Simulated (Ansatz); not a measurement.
Stretching the C2–H6 bond in CH6Sn (SMILES [CH3][SnH3]) (multiplicity 1 held, fragments rigid). Energies count from the point at 1.089 Å.
Geometry at that point (charge 0, multiplicity 1):
```xyz
8

Sn    -0.3009     0.0325    -0.0063
C      1.8445    -0.1990     0.0387
H     -0.9763    -0.9758    -1.2170
H     -0.7100     1.6612    -0.3500
H     -0.9713    -0.3988     1.5112
H      2.0994    -1.2346     0.2573
H      2.2688     0.4430     0.8088
H      2.2656     0.0760    -0.9269
```

Restricted levels (R-, RO-) in cc, def2 and unpolarised 6-31G sets keep to the state of the molecule at rest. U- levels take the lowest unrestricted solution at each point, which mixes spins at long bonds. Active spaces are followed from a long bond inwards. Levels need not reach the same state.

Frozen-core correlation. Filled d and f shells under p-block atoms count as core.

Programs: Ansatz (an electronic-structure program) with Gaussian orbitals. Values without a source in brackets are computed. In def2 rows elements past Kr take small-core potentials, without spin–orbit coupling.

Energies in kcal/mol.

| R (Å) | U-HF/def2-SVP | U-MP2/def2-SVP | R-SCS-MP2/def2-SVP | FIC-MRCISD+Q on CASSCF(2,2)/def2-SVP |
|---|---|---|---|---|
| 0.871 | 31.6 | 33.1 | 33.4 | 33.4 |
| 0.980 | 6.3 | 7.1 | 7.2 | 7.3 |
| 1.089 | 0.0 | 0.0 | 0.0 | 0.0 |
| 1.198 | 4.0 | 3.3 | 3.2 | 3.0 |
| 1.306 | 13.5 | 12.1 | 11.8 | 11.4 |
| 1.470 | 32.1 | 29.8 | 29.2 | 28.0 |
| 1.633 | 52.2 | 48.7 | 47.8 | 45.4 |
| 1.905 | 75.2 | 87.1 | 76.3 | 70.5 |
| 2.177 | 84.1 | 102.2 | 99.4 | 88.4 |
| 2.504 | 88.1 | 108.7 | 119.8 | 101.3 |
| 2.940 | 89.6 | 111.4 | 136.0 | 108.9 |
| 3.484 | 90.1 | 112.2 | 141.9 | 111.6 |

Doubts at one or more of the structures used: a spin-contaminated determinant (U-HF/def2-SVP, U-MP2/def2-SVP); a restricted determinant that unrestricted orbitals would lower (R-SCS-MP2/def2-SVP).
